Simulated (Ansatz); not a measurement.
The cluster Zr₄P₄, 8 atoms. Hardware: 4 threads of Intel Xeon on a shared host.

In the def2 sets Zr takes a core potential; there is no spin–orbit coupling. Correlated methods freeze 20 core orbitals; core or outer-core shells of Zr are correlated, in sets that lack core-valence functions.

Question: How many basis functions does each of these Ansatz runs have, and roughly what does it cost? PBE0-D4/def2-TZVP, charge 0 singlet, energy, from earlier orbitals; ωB97X-V/def2-TZVP, charge 0 singlet, energy, from earlier orbitals; PBE-D4/def2-TZVP, charge 0 singlet, energy and forces, from earlier orbitals; PBE-D4/def2-SVP, charge 0 singlet, energy, from earlier orbitals; PBE0-D4/def2-SVP, charge 0 singlet, energy, from earlier orbitals; r2SCAN-D4/def2-TZVP, charge 0 singlet, energy, from earlier orbitals; MP2/def2-TZVP, charge 0 singlet, energy, from earlier orbitals; HF/STO-3G, charge 0 singlet, energy; PBE-D4/def2-SVP, charge 0 singlet, relaxation, 34 steps.

Answer: Other jobs shared the machine, so times can vary by a factor of up to 3. A dash marks memory too small to be measured apart from the calling script's.

```
                                                                         run  functions  fitting or Cholesky vectors  wall time  peak host memory (GiB)
            PBE-D4/def2-SVP, charge 0 singlet, energy, from earlier orbitals        196                         1940      9.5 s                       –
                                         HF/STO-3G, charge 0 singlet, energy        144                         1713       19 s                    0.94
           PBE0-D4/def2-SVP, charge 0 singlet, energy, from earlier orbitals        196                         1952       21 s                    0.79
PBE-D4/def2-TZVP, charge 0 singlet, energy and forces, from earlier orbitals        308                         2364       21 s                    0.82
        r2SCAN-D4/def2-TZVP, charge 0 singlet, energy, from earlier orbitals        308                         2364       39 s                     0.9
          PBE0-D4/def2-TZVP, charge 0 singlet, energy, from earlier orbitals        308                         2724       44 s                       2
              MP2/def2-TZVP, charge 0 singlet, energy, from earlier orbitals        308                         2315    2.2 min                     1.9
                     PBE-D4/def2-SVP, charge 0 singlet, relaxation, 34 steps        196                         1940    5.5 min                       –
          ωB97X-V/def2-TZVP, charge 0 singlet, energy, from earlier orbitals        308                         2488    6.6 min                     2.2
```
